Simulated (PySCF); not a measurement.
Compound: C5H6NO (doublet state).
Structure used (GFN2-xTB), in Å, numbered top down from 1:
```xyz
13
C5H6NO angstrom
C      2.3096   -0.3494    0.1694
N      1.5664    0.5690   -0.3100
C      0.2264    0.4522   -0.3964
C     -0.5951    1.4165   -0.9072
O     -1.8861    1.0590   -0.8815
C     -1.9876   -0.1664   -0.3529
C     -0.6621   -0.7123    0.0234
H      3.3713   -0.1641    0.1995
H      1.9590   -1.3099    0.5512
H     -0.3548    2.3809   -1.3082
H     -2.9615   -0.5962   -0.2528
H     -0.4104   -1.6406   -0.5100
H     -0.5795   -0.9381    1.0965
```

The hyperfine couplings belong to this conformer and change with its torsions.

As a line formula: `C=NC1=CO[CH]C1` [radical].

Computed, not measured: PySCF 2.14.0, UKS B3LYP, pcH-1 on C H N O, non-relativistic, mean-field spin-orbit, GIAO. Isolated species at its GFN2-xTB geometry (one conformer only). A GFN2-xTB geometry isn't a minimum of the functional, and hyperfine couplings can be far from their values at a DFT geometry. Stability of the SCF solution: not tested.

Question: Where do the isotropic ENDOR lines of H12/H13, H11, H8, H9 and H10 fall at 342.9 mT, to first order?

Answer: For S = 1/2 in fast tumbling each set of equivalent nuclei gives two lines, ν± = |νn ± a/2| to first order, with νn = g_N μN B/h and μN/h = 7.62259 MHz/T.

| nuclei | isotope | g_N | νn (MHz) | a_iso (MHz) | lower line (MHz) | upper line (MHz) |
| --- | --- | --- | --- | --- | --- | --- |
| H12/H13 | 1H | 5.5857 | 14.60 | 149.96 | 60.38 | 89.58 |
| H11 | 1H | 5.5857 | 14.60 | -62.20 | 16.50 | 45.70 |
| H8 | 1H | 5.5857 | 14.60 | -7.04 | 11.08 | 18.12 |
| H9 | 1H | 5.5857 | 14.60 | -6.71 | 11.25 | 17.95 |
| H10 | 1H | 5.5857 | 14.60 | 0.93 | 14.14 | 15.06 |

Question: Which pairs are centred on the nuclear Larmor frequency, and which on half the coupling?

Answer: Centred on νn, since |a| < 2νn: H8, H9 and H10. Centred on |a|/2 and split by 2νn: H12/H13 and H11.

Question: At what field would the lower line of H11 fall to zero frequency?

Answer: Where νn = |a|/2, that is B = 31.10 MHz/(5.5857 × 7.62259 MHz/T) = 730 mT, as far as first order holds there.

Couplings of abundant isotopes left out: N2 (-2.3 MHz).

Means are taken over nuclei equivalent by connectivity, which assumes that they swap fast.

The largest Mulliken spin populations are on C6 (+0.85), C1 (+0.11), C3 (+0.11) and C7 (-0.10). C6 is the only atom above +0.15. The positive populations add up to 1.24 and the negative ones to -0.24, together 2S = 1. The angles at C6 add up to 360.0°, so it is planar; its axial dipolar tensor and the negative coupling of its proton fit spin in a p orbital normal to that plane.

Time: 42 s (with the writing of density and orbital grids); peak memory 0.85 GiB. Hardware: Arm Neoverse V2, one thread, no GPU, shared host.
